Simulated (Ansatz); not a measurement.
`Br/C=C1\CO1`, relaxed with RKS PBE0-D4/def2-TZVP in the Gaussian-basis code of Ansatz from a PBE-D4/def2-SVP geometry. The force threshold is 0.005 eV/Å; the program also tests the step.

Total charge 0; spin multiplicity 1.

Start:

```xyz
8

Br   -0.124   -0.556    2.642
C     0.854   -0.427    1.026
C     0.266   -0.038   -0.106
C    -0.814    0.401   -0.953
O     0.580    0.176   -1.409
H     1.919   -0.688    1.086
H    -1.548   -0.328   -1.341
H    -1.131    1.460   -0.945
```

Problem. By how much does the energy fall, and how many steps does the optimiser take? (An estimate is asked.)

Solution. Ansatz gave: 0.05 eV, in 6 steps.

Problem. Which bonds change most? (Estimate.)

Solution. Ansatz gave: C2–C3 from 1.334 to 1.312 Å; C4–H7 from 1.105 to 1.086 Å; C4–H8 from 1.105 to 1.086 Å; C2–H6 from 1.098 to 1.080 Å.

Problem. Give the relaxed structure. (Estimate.)

Solution. The calculation gave: 
```xyz
8

Br   -0.122   -0.550    2.614
C     0.843   -0.420    1.009
C     0.259   -0.038   -0.102
C    -0.806    0.397   -0.941
O     0.571    0.175   -1.393
H     1.890   -0.678    1.068
H    -1.524   -0.323   -1.323
H    -1.112    1.438   -0.933
```
